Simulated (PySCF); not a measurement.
# A search over the determinants of InH⁺

Unrestricted PBE0; basis In def2-SVPD with ECP28, H def2-SVPD; scalar-relativistic core potentials; PySCF 2.14. Outer shells of the fragments: In+ 4d10 5s2; H 1s1.

Followed along the bond (rough minima from three points):

| 2Ms+1 | unpaired | ⟨S²⟩ at the start | R at minimum (Å) | Te (eV) |
| --- | --- | --- | --- | --- |
| 2 | σ ↑ | 0.76 | 1.87 | 0.00 |
| 4 | σ ↑↑, π ↑ | 3.75 | none in the scan | ≤ 6.05 |

Solutions found at the starting distance of 1.810 Å, counted from the lowest of them; the search is not exhaustive and high or unbound solutions are not listed, so other states can lie among these:

```csv
2Ms+1,unpaired,term,E (eV),⟨S²⟩,⟨Lz²⟩,μ (D)
2,σ ↑,²Σ⁺,0.00,0.76,0.00,0.26
2,π ↑,²Π,3.94,0.83,1.00,-0.01
4,"σ ↑↑, π ↑",⁴Π,6.38,3.75,1.00,1.76
4,σ ↑↑↑,⁴Σ⁺,9.57,3.75,0.00,2.50
```

A term symbol is given only where ⟨S²⟩ and ⟨Lz²⟩ are close to those of a pure state; real π, δ and φ orbitals otherwise mix terms. A positive dipole points towards H; it is taken about the centre of mass and depends on that origin.

Spin–orbit coupling is left out. Counting both spins, an empty level lies below a filled one in some of these solutions, because spin and occupation are held.
